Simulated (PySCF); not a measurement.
C$_{4}$H$_{7}$B (SMILES C#CB(C)C), singlet, at a GFN2-xTB geometry. Base run: CAMB3LYP/6-31G, polarisability run with PySCF.

The PySCF input:
```python
from pyscf import gto, scf, dft
from pyscf.prop import polarizability

mol = gto.Mole()
mol.atom = '''
    B     0.340761    0.188187    0.032690
    C    -0.975649   -0.538240   -0.095419
    C    -2.027424   -1.118164   -0.197945
    H    -2.945313   -1.624706   -0.287617
    C     0.511157    1.603745   -0.643364
    H     1.546361    1.849201   -0.869686
    H     0.154469    2.363740    0.053725
    H    -0.077826    1.720646   -1.550610
    C     1.516954   -0.484858    0.841216
    H     2.251777    0.228636    1.207120
    H     2.046390   -1.169081    0.176238
    H     1.170110   -1.084277    1.680446
'''
mol.basis = '6-31g'
mol.charge = 0
mol.spin = 0
mol.verbose = 4
mol.build()

mf = dft.RKS(mol)
mf.xc = 'camb3lyp'
mf.kernel()
alpha = mf.Polarizability().polarizability()[2, 2]
print('alpha_zz =', alpha)
```

Q: The base was run again with changes. Order these runs by alpha_zz (bohr³), lowest first: functional = pbe0 | basis = def2-SVP | functional = hf | basis = 6-31+G* | basis = STO-3G.

A: basis = STO-3G (alpha_zz (bohr³) 17.14), functional = hf (alpha_zz (bohr³) 33.94), functional = pbe0 (alpha_zz (bohr³) 35.06), basis = def2-SVP (alpha_zz (bohr³) 38.77), basis = 6-31+G* (alpha_zz (bohr³) 43.35)

Finite-field rows take the second difference of the energy in a field along z; a small field with loose convergence shows SCF noise divided by the square of the field, and a large one adds hyperpolarisability.
